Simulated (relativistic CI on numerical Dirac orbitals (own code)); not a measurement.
Hyperfine structure of Rh XLI, mass number 103

Calculated at this level of theory: Dirac-Coulomb-Breit CI, separate exchange-only KLI orbitals for each configuration, model QED, unscaled Slater integrals (own radial code, finite nucleus).

Configurations in the expansion (outside the closed core 1s2): 2s²2p, 2s2p², 2p³, 2p²3s, 2p²3p, 2p²3d, 2s²3s, 2s²3p, 2s²3d, 2s2p3s, 2s2p3p, 2s2p3d, 2s²4s, 2s²4p, 2s²4d, 2s²4f. Levels of other configurations are missing.

Nuclear spin I = 1/2, μ = -0.08829 μN (tables of Stone and Pyykkö). The electronic factors are computed for point nuclear moments, without core polarisation or the Bohr-Weisskopf and QED corrections.

```
       Level   E (Ry)  A (GHz)
2s²2p ²P°1/2   0.0000   -185.4
 2s2p² ⁴P1/2   9.0820   -532.2
2s²2p ²P°3/2  11.8642   -31.19
 2s2p² ⁴P3/2  18.2686   -150.1
 2s2p² ⁴P5/2  20.1791   -168.9
 2s2p² ²D3/2  23.2641   0.8171
 2s2p² ²P1/2  23.5446    140.8
 2s2p² ²D5/2  31.5427   -144.3
```

Levels with J = 0, under 50 % of one LS term, or S terms without an open s electron are left out. Small factors come from cancelling terms and can be off by tens of per cent or more.

At this charge energies of transitions that change n are usually good to better than 1 %, and those within a shell (Δn = 0) to a few per cent.

Give the hyperfine levels of 2s²2p ²P°1/2 relative to its centre of gravity.

With K = F(F + 1) − I(I + 1) − J(J + 1), E = AK/2: F = 0: 139.1, F = 1: -46.35 GHz.

LS names give the leading component of a level, which can be under half, so a name can repeat, a term be missing and a line seem to break the LS rules.
